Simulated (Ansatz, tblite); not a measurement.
Series SiHX3: vertical triplet (eV) at several levels, gas phase, relaxed structures; Ansatz, xTB through tblite. Core potentials for I in the def2 sets, no spin–orbit coupling. xTB has no spin-polarisation term. A dash marks a value that wasn't run or was left out as unsound. The structures are stationary points that may keep the symmetry of their start. Remarks come from the PBE and PBE0 runs and from stability tests at other levels; not every state was tested. HOMO above LUMO (over both spins in singlets and doublets, within one spin in higher multiplets; at PBE or PBE0), or a gap under 0.15 eV within one spin, warns that the state may not be the lowest or that an electron is smeared out.

```csv
species,state,geometry,GFN2-xTB,PBE-D4/def2-TZVP,r2SCAN-D4/def2-TZVP,PBE0-D4/def2-TZVP,remarks
SiHI3,singlet,r2SCAN-D4/def2-SVP,5.06,3.61,3.85,4.05,–
SiHBr3,singlet,r2SCAN-D4/def2-SVP,6.03,5.22,5.57,5.77,–
SiH(SiH3)3 (Si4H10),singlet,PBE-D4/def2-SVP,3.76,5.41,5.56,5.67,–
SiH(vinyl)3 (C6H10Si),singlet,B3LYP-D4/def2-SVP,4.08,4.15,3.89,4.04,–
SiH(NHMe)3 (C3H13N3Si),singlet,r2SCAN-D4/def2-SVP,–,5.23,5.52,5.79,gap within one spin near zero at PBE or PBE0 (triplet)
SiH(NHEt)3 (C6H19N3Si),singlet,r2SCAN-D4/def2-SVP,6.50,5.29,5.63,5.89,gap within one spin near zero at PBE or PBE0 (triplet)
```

Over the 5 species that have every level, the mean is 5.09 at GFN2-xTB, 4.74 at PBE-D4/def2-TZVP, 4.90 at r2SCAN-D4/def2-TZVP, 5.08 at PBE0-D4/def2-TZVP.
